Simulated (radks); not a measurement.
The numbers below are computed, except where a source is named.
Valence configurations of P3+ (all share [Ne]). Code: a radial shooting solver on a logarithmic mesh with Libxc functionals. Model: non-relativistic Kohn-Sham, PBE, spin-polarised, spherical densities, point nucleus; open shells are filled with parallel spins first. Energies are relative to 3s2; eigenvalues in eV for spin up.

| valence | E (eV) | moment (Bohr magnetons) | e(3p) | e(3s) |
|---|---|---|---|---|
| 3s2 | 0.000 | 0 | - | -45.504 |
| 3s1 3p1 | 8.353 | 2 | -37.222 | -47.503 |
| 3p2 | 18.635 | 2 | -37.705 | - |
| 3s1.5 3p0.5 | 4.612 | 1 | -36.415 | -46.618 |
| 3s0.5 3p1.5 | 13.494 | 2 | -37.466 | -47.749 |

NIST lists [Ne] 3s2 as the ground configuration; this level of theory agrees among the configurations tried. The energies are those of spherical high-spin densities, not of single terms.
